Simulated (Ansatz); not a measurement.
How basis sets differ on GeH3F (fluorogermane)

GeH3F, singlet, SMILES `[F][GeH3]`. Each level relaxes the structure for itself.

Each level gives the highest harmonic wavenumber at each level's own minimum (cm⁻¹). The values are calculated.

| level | kind | program | value (cm⁻¹) |
| --- | --- | --- | --- |
| PBE/pc-0 | GGA | Ansatz | 1886 |
| PBE/pc-1 | GGA | Ansatz | 2113 |
| PBE/def2-SVP | GGA | Ansatz | 2108 |
| PBE/pc-2 | GGA | Ansatz | 2108 |

All-electron rows without a relativistic Hamiltonian named are non-relativistic. Harmonic and unscaled. The values span 1886 to 2113 cm⁻¹. Without the sets that lack polarisation functions the rows with a basis span only 2108 to 2113 cm⁻¹.
